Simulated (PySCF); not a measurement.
ScCl2, SMILES [Cl][Sc][Cl] (connectivity only; charge and spin as stated), neutral, multiplicity 2.

The structure is a stationary point at B3LYP-D3(BJ)/def2-TZVP. The spin state was assumed, not searched. The isomer is the one that the SMILES or the coordinates give; other isomers of the formula were not compared.

Method: PySCF with TDA-CAM-B3LYP/def2-SVPD.

Vertical excitations. The molecule is in vacuum.

Computed UV-visible absorptions:
| state | energy (eV) | λ (nm) | f | main pairs |
|---|---|---|---|---|
| root 1 | 0.22 | 5585 | 0.000 | α HOMO→LUMO+1 92 % |
| root 2 | 0.23 | 5354 | 0.001 | α HOMO→LUMO 83 %, α HOMO→LUMO+4 15 % |
| root 3 | 0.93 | 1336 | 0.000 | α HOMO→LUMO+3 98 % |
| root 4 | 0.93 | 1333 | 0.001 | α HOMO→LUMO+2 95 % |
| root 5 | 2.90 | 427 | 0.056 | α HOMO→LUMO+4 75 %, α HOMO→LUMO 14 % |
| root 6 | 3.88 | 320 | 0.188 | α HOMO→LUMO+5 88 % |
| root 7 | 5.09 | 244 | 0.014 | α HOMO→LUMO+6 89 % |
| root 8 | 5.19 | 239 | 0.000 | α HOMO−1→LUMO 16 %, β HOMO→LUMO 76 % |
| root 9 | 5.27 | 235 | 0.017 | β HOMO−1→LUMO 88 % |
| root 10 | 5.28 | 235 | 0.007 | α HOMO−1→LUMO 77 %, β HOMO→LUMO 14 % |
Unrestricted roots are not spin-pure.
